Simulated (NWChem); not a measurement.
## Excited singlets of isocyanic acid (CHNO) by symmetry

SMILES: N=C=O
```xyz
4

N      1.1600    -0.0732     0.0000
C     -0.0468     0.0195     0.0000
O     -1.2104    -0.0341     0.0000
H      1.8440     0.6681     0.0000
```
Charge 0, spin multiplicity 1.

Program: NWChem. All single points use one geometry, from PBE0/def2-SVP, a minimum by its harmonic frequencies.

Basis set: aug-cc-pVDZ. Symmetry labels belong to the abelian group Cs used in the runs, with the axes of the coordinates shown. Entries are the lowest vertical excitation energy of each symmetry in eV (for CIS and TDDFT among the lowest few roots); a state of one symmetry need not have the same character in every method. Symmetries that some method's roots don't reach, or where a double excitation leads the EOM-CCSD root, are left out.

The correlated methods keep 3 core orbitals frozen. B3LYP has NWChem's definition, with VWN1-RPA local correlation. Coupled-cluster values serve here as a point of comparison, not as the truth.

| method | a" | a' |
|---|---|---|
| CIS | 7.12 | 8.37 |
| TD-PBE | 6.52 | 7.20 |
| TD-B3LYP | 6.57 | 7.57 |
| TD-CAM-B3LYP | 6.56 | 7.67 |
| EOM-CCSD | 6.75 | 7.77 |
